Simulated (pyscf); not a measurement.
HO–SbH–OH (SMILES [OH][SbH][OH]), singlet

Gas-phase minimum from PySCF at ωB97X-D3(BJ)/def2-SVP, one conformer. 

```
Sb
O 1 1.9792
H 2 0.9664 1 111.74
O 1 1.9875 2 98.70 3 -50.03
H 4 0.9655 1 110.38 2 -93.72
H 1 1.7182 2 96.17 3 40.58
```

Properties at ωB97X-D3(BJ)/def2-SVP:

```yaml
harmonic_wavenumbers_unscaled: 187, 307, 341, 626, 639, 670, 716, 907, 930, 1975, 3877, 3887 cm⁻¹
zero_point_energy: 21.5 kcal/mol
rotational_symmetry_number: 1
Entropy of this conformer at 298 K and 1 atm, rigid rotor and harmonic oscillator, modes under 100 cm⁻¹ raised to 100: 302.3 J/(mol K)
dipole_moment: 1.21 D
```

Single-point totals, which compare only within one level (frozen core for MP2 and CC):

```tsv
level	total energy (hartree)
ωB97X-D3(BJ)/def2-TZVP	-392.69933
PBE/def2-TZVP	-392.43659
r²SCAN/def2-TZVP	-392.61793
B3LYP-D3(BJ)/def2-TZVP	-392.68914
PBE0-D3(BJ)/def2-TZVP	-392.44240
M06-2X/def2-TZVP	-392.45423
ωB97M-D3(BJ)/def2-TZVP	-392.67768
HF/def2-TZVPP	-390.81920
MP2/def2-TZVPP	-391.66152
CCSD/def2-TZVPP	-391.65924
CCSD(T)/def2-TZVPP	-391.68806
```

Soft torsions are taken as harmonic, which can shift the entropy by several J/(mol K). The CCSD(T) − MP2 part came from Ansatz, without density fitting, on the same reference. The frozen core leaves the outer d or s,p core shells of the metals and heavy elements correlated in the MP2 and CC values, and def2-TZVPP describes them poorly, so these totals are far from the basis limit. Elements past Kr carry the def2 core potentials, without spin-orbit coupling.
